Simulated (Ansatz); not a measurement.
Conformers of C2H5FSi (SMILES C=C[SiH2]F), B3LYP-D3(BJ)/def2-TZVP minima from an xTB search, which can miss the lowest.
Conformer 1 (charge 0, multiplicity 1):
```xyz
9

C      1.5130    -0.2817    -0.1255
C      0.4702     0.2617     0.5013
Si    -1.2640     0.0546    -0.1089
F     -1.8997     1.4870    -0.4758
H      1.3947    -0.8531    -1.0405
H      2.5286    -0.1834     0.2431
H      0.6535     0.8244     1.4138
H     -2.1403    -0.5356     0.9261
H     -1.2559    -0.7740    -1.3335
```
Conformer 2 (charge 0, multiplicity 1):
```xyz
9

C     -1.5163    -0.0706    -0.2540
C     -0.4518     0.5081     0.2986
Si     1.2745    -0.1231     0.0845
F      1.2246    -1.4321    -0.8489
H     -2.5204     0.3157    -0.1158
H     -1.4257    -0.9583    -0.8699
H     -0.6033     1.3976     0.9075
H      2.1413     0.8747    -0.5805
H      1.8772    -0.5120     1.3785
```

Cores are frozen in the correlated methods. MP2 and its Hartree–Fock in cc-pV(Q+d)Z are density fitted.

Run with Ansatz (a program for electronic structure). Each number belongs to the level named beside it.

The energy of conformer 2 above conformer 1 is E(conformer 2) − E(conformer 1). Total energies (hartree):

```csv
level,conformer 2,conformer 1
HF/cc-pV(T+d)Z,-467.1479354,-467.1483638
MP2/cc-pV(T+d)Z,-467.8455756,-467.8462495
HF/cc-pV(Q+d)Z,-467.1665630,-467.1671263
MP2/cc-pV(Q+d)Z,-467.9176650,-467.9184129
CCSD(T)/cc-pV(T+d)Z,-467.9070556,-467.9075628
```

Task: Work out the energy of conformer 2 above conformer 1 at the basis-set limit: extrapolate the MP2 correlation part as X⁻³, take Hartree–Fock from the larger set, and add the CCSD(T) − MP2 difference of cc-pV(T+d)Z.

Result: 
1. Differences (1 hartree = 627.509 kcal/mol): HF/cc-pV(T+d)Z 0.269; MP2/cc-pV(T+d)Z 0.423; HF/cc-pV(Q+d)Z 0.353; MP2/cc-pV(Q+d)Z 0.469; CCSD(T)/cc-pV(T+d)Z 0.318.
2. Correlation parts, MP2 less HF: 0.154 in cc-pV(T+d)Z (X = 3), 0.116 in cc-pV(Q+d)Z (X = 4).
3. Limit (4³·(0.116) − 3³·(0.154))/(4³ − 3³) = 0.088; with HF/cc-pV(Q+d)Z it gives 0.441.
4. CCSD(T) less MP2 in cc-pV(T+d)Z: -0.105.
Result: 0.34 kcal/mol, against 0.42 at MP2/cc-pV(T+d)Z. It is an estimate of this method's limit, not of the exact value.
